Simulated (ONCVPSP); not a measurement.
## Transferability test, ONCV potential for thallium

```
Element                 : thallium (Tl)
Generator               : ONCVPSP 4.0.1
Type                    : optimised norm-conserving Vanderbilt (ONCV)
Functional              : PBE
Relativity              : scalar-relativistic
Frozen core             : [Kr] 4d10 4f14 5s2
Valence charge          : 19
Reference configuration : 5p6 5d10 6s2 6p1
Partial waves           : 6s: rc 2.86 bohr, ncon 4, nbas 8, qcut 2.7 1/bohr, 2 projectors, debl 2 Ha; 5p+6p: rc 2.28 bohr, ncon 3, nbas 6, qcut 9.5 1/bohr, 2 projectors; 5d: rc 2.36 bohr, ncon 4, nbas 9, qcut 7 1/bohr, 2 projectors, debl 4 Ha
Local potential         : polynomial inside 1.52 bohr (lpopt 4, dvloc0 1 Ha)
Core correction         : none
```

Energies are relative to the spin-unpolarised reference configuration 5p6 5d10 6s2 6p1; without spin polarisation the order of configurations can differ from experiment. Not all tests gave a result: 1 of 4 tests not solved or not reliable.

| valence configuration | charge | ΔE all-electron (eV) | error AE − PS (meV) |
| --- | --- | --- | --- |
| 5p6 5d10 6s2 6p0 | +1 | 5.167 | -2.1 |
| 5p6 5d10 6s1 6p0 | +2 | 25.947 | -32 |
| 5p6 5d10 6s1 6p2 | 0 | 7.403 | -26 |

Note: no bound ghost flagged; GHOST(+) flagged for s at 40.4 eV.
